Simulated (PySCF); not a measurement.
SeF4, SMILES F[Se](F)(F)F.

Coordinates come from a TPSSh-D3(BJ)/def2-SVP optimisation. The isomer is the one that the SMILES or the coordinates give; other isomers of the formula were not compared.

Two levels are set side by side: TDDFT-PBE/def2-SVPD (PySCF) and TDDFT-ωB97X/def2-SVPD (PySCF). Vertical, same geometry. The lowest singlet is HOMO→LUMO 95 % with PBE and HOMO→LUMO 98 % with the other functional; states are paired by order. Differences are taken from unrounded values.

| quantity | TDDFT-ωB97X | TDDFT-PBE | TDDFT-PBE minus TDDFT-ωB97X |
|---|---|---|---|
| lowest singlet excitation (eV) | 6.25 | 5.46 | -0.78 |
| lowest triplet excitation (TDA) (eV) | 4.92 | 4.51 | -0.41 |

Functionals without exact exchange tend to place singlet excitations lower, as here. Differences between two approximate levels are no errors against the true value.

Rough cost on one machine, each run with all the roots and properties that it gave: TDDFT-ωB97X against TDDFT-PBE about 7 times.
